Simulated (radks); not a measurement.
Question: Method: Dirac Kohn-Sham, BLYP, spin-unpolarised, spherical densities, finite nucleus; open shells fill j = l - 1/2 first; Fermi nuclear charge, rms radius of each element as measured or else 0.836 A^(1/3) + 0.57 fm; computed with a radial shooting solver on a logarithmic mesh with Libxc functionals. Each species is in its NIST ground configuration. Rank Sn, Rh, Sb, Ag, Te, Tc, Zr, In, Cd, I, Sr, Ru, Mo, Rb, Xe, Nb, Pd by mean radius of the outermost orbital (bohr), largest first.

Answer: Rb 5.17, Sr 4.31, Nb 3.74, Zr 3.73, In 3.65, Mo 3.60, Ru 3.39, Tc 3.31, Rh 3.31, Sn 3.18, Ag 3.16, Sb 3.00, Cd 2.90, Te 2.74, I 2.53, Xe 2.36, Pd 1.61.
